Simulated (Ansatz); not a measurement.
Saddle point of CH$_{5}$Ga, singlet (CH₄ + GaH → CH₃Ga ([CH3][Ga]) + H₂; bonds formed: Ga1–C4, H2–H3; bonds broken: Ga1–H3, H2–C4), PBE0-D4/def2-TZVP structure:

```csv
atom,x (Å),y (Å),z (Å)
Ga1,-1.5668,-0.1560,-0.8531
H2,0.1164,-0.7541,-0.4965
H3,-0.2347,-1.4425,-1.1639
C4,0.2621,0.4260,0.4344
H5,1.2654,0.0144,0.5899
H6,0.3865,1.4523,0.0784
H7,-0.2290,0.4601,1.4108
```

Energies are electronic, without zero-point energy. Barriers and step energies count from the start structure reached by relaxing down the imaginary mode; all methods use the PBE0-D4 structures, on which another method's saddle can fall below an end. Program: Ansatz 0.2.0. Basis: def2-TZVPP, with def2-QZVPP for the basis limit. Cores are frozen in the correlated methods. Filled d shells of the heavier atoms are correlated. The def2 sets are not built for correlating such inner shells, so the correlated values are less sure here. B3LYP uses VWN-RPA correlation. Extrapolation: Hartree–Fock as exp(−7.88 √X), correlation as X^−2.97.

```json
{"method": "SPW92", "barrier (kcal/mol)": "18.05", "step energy (kcal/mol)": "7.20"}
{"method": "PBE-D4", "barrier (kcal/mol)": "25.70", "step energy (kcal/mol)": "6.75"}
{"method": "BLYP-D4", "barrier (kcal/mol)": "30.67", "step energy (kcal/mol)": "7.31"}
{"method": "r2SCAN-D4", "barrier (kcal/mol)": "27.39", "step energy (kcal/mol)": "6.90"}
{"method": "B97M-V", "barrier (kcal/mol)": "33.75", "step energy (kcal/mol)": "11.41"}
{"method": "PBE0-D4", "barrier (kcal/mol)": "29.76", "step energy (kcal/mol)": "7.81"}
{"method": "B3LYP-D4", "barrier (kcal/mol)": "?", "step energy (kcal/mol)": "8.27"}
{"method": "r2SCAN0-D4", "barrier (kcal/mol)": "30.63", "step energy (kcal/mol)": "7.72"}
{"method": "BHLYP-D4", "barrier (kcal/mol)": "38.56", "step energy (kcal/mol)": "9.61"}
{"method": "CAM-B3LYP-D4", "barrier (kcal/mol)": "34.83", "step energy (kcal/mol)": "8.84"}
{"method": "wB97X-V", "barrier (kcal/mol)": "34.97", "step energy (kcal/mol)": "8.13"}
{"method": "wB97M-V", "barrier (kcal/mol)": "33.96", "step energy (kcal/mol)": "7.85"}
{"method": "B2PLYP", "barrier (kcal/mol)": "34.10", "step energy (kcal/mol)": "7.60"}
{"method": "PBE-QIDH", "barrier (kcal/mol)": "32.62", "step energy (kcal/mol)": "7.31"}
{"method": "RPA on PBE", "barrier (kcal/mol)": "35.50", "step energy (kcal/mol)": "7.36"}
{"method": "HF", "barrier (kcal/mol)": "?", "step energy (kcal/mol)": "12.23"}
{"method": "MP2", "barrier (kcal/mol)": "?", "step energy (kcal/mol)": "5.26"}
{"method": "CCSD", "barrier (kcal/mol)": "37.85", "step energy (kcal/mol)": "8.03"}
{"method": "CCSD(T)", "barrier (kcal/mol)": "35.01", "step energy (kcal/mol)": "7.07"}
```

(1) Fill in the withheld barriers. (Judge from chemistry; the value comes from the calculation.)

The T1 diagnostic stays at or below 0.014.

## Answers

(1) By the calculation: B3LYP-D4 33.39; MP2 32.82; HF 51.43 kcal/mol. Each is the energy of the saddle less that of the start structure, by the same method.

For comparison, the barrier by CCSD(T) at an estimated basis limit (MP2 extrapolated from triple and quadruple zeta, plus CCSD(T) − MP2 in triple zeta) is 33.53 kcal/mol.

Labels in which every atom is bracketed show which atoms are joined, not bond orders.

For scale, one of the runs: CCSD(T)/def2-TZVPP, 149 basis functions, launched by `ansatz run in.yaml --threads 2 --pin off --events-out ev --progress --plain --max-ram 4352MiB`. Hardware: 2 CPU threads of an Arm Neoverse V1, shared host. Wall time 21 s; peak host memory 0.93 GiB.
